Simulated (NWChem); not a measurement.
Species: SiH₄TeSe; SMILES [Te]([SeH])[SiH3]

```xyz
7

Te     0.6853     0.6376     0.0071
Se    -0.1910    -1.7532     0.0274
H     -0.2534    -1.8978    -1.4380
Si    -1.6218     1.6300     0.0081
H     -2.3765     1.1848     1.2143
H     -2.3572     1.2294    -1.2263
H     -1.4458     3.1145     0.0335
```
Atoms are numbered in this order, from 1.

The geometry was optimised at PBE0/def2-SVP. Not confirmed as a minimum by frequencies. def2 effective core potentials on Te; no spin-orbit coupling.

**Question.** List the 4 lowest vertical singlet excitations from CAM-B3LYP/def2-SVPD with def2 effective core potentials on Te, TDA (NWChem).

**Answer.** 
```json
[
 {"state": "S1", "energy (eV)": "3.13", "oscillator strength": "0.001", "leading excitation (squared amplitude)": "HOMO → LUMO (0.97)"},
 {"state": "S2", "energy (eV)": "3.49", "oscillator strength": "0.005", "leading excitation (squared amplitude)": "HOMO−1 → LUMO (0.97)"},
 {"state": "S3", "energy (eV)": "4.77", "oscillator strength": "0.012", "leading excitation (squared amplitude)": "HOMO → LUMO+1 (0.94)"},
 {"state": "S4", "energy (eV)": "5.33", "oscillator strength": "0.001", "leading excitation (squared amplitude)": "HOMO−1 → LUMO+2 (0.59)"}
]
```
